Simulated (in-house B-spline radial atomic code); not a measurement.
## How G0W0 and RPA depend on the start: Xe³⁺

Configuration [Kr] 4d10 5s2 5p3, highest spin. Computed with an all-electron radial atomic-structure program (B-spline basis): all electrons, scalar-relativistic (spin-free one-electron X2C), finite nucleus, each spin shell either full or empty, empty states to l = 9 with an (l + 1/2)⁻⁴ tail; G0W0 by contour deformation at full frequency.

Spin-orbit coupling, left out, splits p levels strongly here.

| start | mean-field 5p up (eV) | G0W0 (eV) | QP weight | RPA correlation (Eh) |
| --- | --- | --- | --- | --- |
| Hartree-Fock | -43.39 | -44.11 | 0.967 | -3.7589 |
| LDA VWN5 | -38.16 | -43.74 | 0.934 | -4.0793 |
| PBE | -38.08 | -43.74 | 0.933 | -4.0738 |
| PBE0 | -39.64 | ? | ? | ? |
| r2SCAN | -38.63 | -43.84 | 0.941 | -4.0178 |
| HSE06 | -39.17 | -43.84 | 0.944 | -3.994 |
| B3LYP (VWN-RPA) | -39.16 | ? | ? | ? |
| SCAN | -38.65 | -43.82 | 0.942 | -4.0162 |
| TPSS | -38.22 | -43.79 | 0.935 | -4.0576 |
| BHandHLYP | -40.84 | -43.94 | 0.955 | -3.9063 |
| CAM-B3LYP | -40.90 | -43.92 | 0.955 | -3.9666 |
| LC-wPBE | -42.56 | -43.96 | 0.961 | -3.9655 |
| wB97X | -41.89 | -43.94 | 0.960 | -3.948 |
| PBEsol | -38.10 | -43.74 | 0.934 | -4.0759 |
| BLYP | -37.74 | -43.74 | 0.932 | -4.0753 |
| r2SCAN0 | -40.02 | -43.91 | 0.951 | -3.9491 |
| LDA exchange-only | -37.09 | -43.79 | 0.930 | -4.0775 |

Q: What G0W0 level, weight and RPA correlation energy follow from the B3LYP (VWN-RPA) start?

A: G0W0 level -43.84 eV, weight 0.944, RPA correlation -4.0048 hartree.

Q: What G0W0 level, weight and RPA correlation energy follow from the PBE0 start?

A: G0W0 level -43.85 eV, weight 0.947, RPA correlation -3.9863 hartree.

Q: How much of the dependence on the start does G0W0 remove?

A: The mean-field levels span 6.3 eV and the G0W0 levels 0.371 eV. Against 42.2 ± 0.2 eV (NIST, measured) the G0W0 removal energies are off by +1.54 to +1.91 eV, with spin-orbit coupling, Breit and QED terms left out.
